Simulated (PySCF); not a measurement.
C$_{3}$H$_{9}$O$_{2}$Si (SMILES CCO[SiH](C)[O]), doublet, geometry from GFN2-xTB. Base run: DF-B3LYP/STO-3G (PySCF).

PySCF was given this input:
```python
from pyscf import gto, scf, dft

mol = gto.Mole()
mol.atom = '''
    C     2.473171   -0.078573    0.063473
    C     1.511809    0.845033   -0.669590
    O     0.280045    0.943463   -0.033961
    Si   -0.732834   -0.235375    0.476234
    C    -2.374547    0.326521   -0.514319
    O    -0.503641   -1.730024    0.286944
    H     2.049501   -1.077219    0.115895
    H     3.426061   -0.113492   -0.456927
    H     2.629954    0.282159    1.077042
    H     1.360526    0.471023   -1.691243
    H     1.922295    1.860645   -0.733876
    H    -1.119107    0.411723    1.741291
    H    -3.193477   -0.186981   -0.040070
    H    -2.222879   -0.016217   -1.524965
    H    -2.467028    1.398210   -0.455677
'''
mol.basis = 'sto-3g'
mol.charge = 0
mol.spin = 1
mol.verbose = 4
mol.build()

mf = dft.UKS(mol)
mf.xc = 'b3lyp'
mf = mf.density_fit(auxbasis='def2-universal-jkfit')
mf.kernel()
mf.analyze()
```

Each row names what was changed in the base input (with any setting that the change needs).

| change | basis functions | E (Eh) | HOMO (eV) | dipole (D) | core-seconds (rough) |
|---|---|---|---|---|---|
| base | 43 | -552.73910 | -3.30 | 0.61 | 20 |
| basis = LANL2DZ | 71 | -273.98966 | -7.51 | 2.14 | 20 |
| basis = 6-31G | 76 | -559.51534 | -7.40 | 2.10 | 30 |
| basis = pcseg-0 | 76 | -558.58151 | -7.42 | 1.78 | 20 |
| basis = 6-31+G* | 130 | -559.67041 | -7.72 | 2.45 | 50 |
| basis = cc-pVDZ | 133 | -559.67227 | -7.43 | 2.10 | 50 |
| basis = pcseg-1 | 133 | -559.62244 | -7.71 | 2.32 | 50 |
| basis = 6-31G** | 133 | -559.66883 | -7.39 | 2.16 | 30 |
| basis = pc-1 | 133 | -559.64037 | -7.68 | 2.21 | 50 |
| basis = cc-pV(D+d)Z | 138 | -559.69265 | -7.46 | 2.14 | 40 |
| basis = 6-311G** | 170 | -559.76996 | -7.62 | 2.25 | 50 |
| basis = 6-311++G** | 203 | -559.77643 | -7.77 | 2.42 | 80 |
| basis = def2-TZVP | 246 | -559.82152 | -7.70 | 2.38 | 60 |

Totals compare only among sets that treat the same electrons; sets with core potentials leave the core out.

Open shells are given as the SCF converged; they aren't shown to be the lowest states, and a large step between rows can be another state.
